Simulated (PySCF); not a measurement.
A structure optimised at PBE-D3(BJ)/def2-SVP, used in a PySCF frequency run:

```xyz
9

In    -0.0374    -0.0203    -0.0107
O      1.7577    -0.7866    -0.5752
H      2.0599    -0.3520    -1.3954
N     -0.5055    -0.4677     1.9498
H     -0.0375    -1.3394     2.2344
H     -1.5134    -0.6172     2.0930
N     -0.9141     1.4456    -1.1885
H     -1.9083     1.5708    -0.9508
H     -0.8928     1.1802    -2.1834
```

Problem. Write its SMILES and formula.

Solution. [NH2][In]([NH2])[OH], H5InN2O

Problem. What are its rotational constants (standard atomic weights)?

Solution. 4.9345, 4.2510, 2.3136 GHz
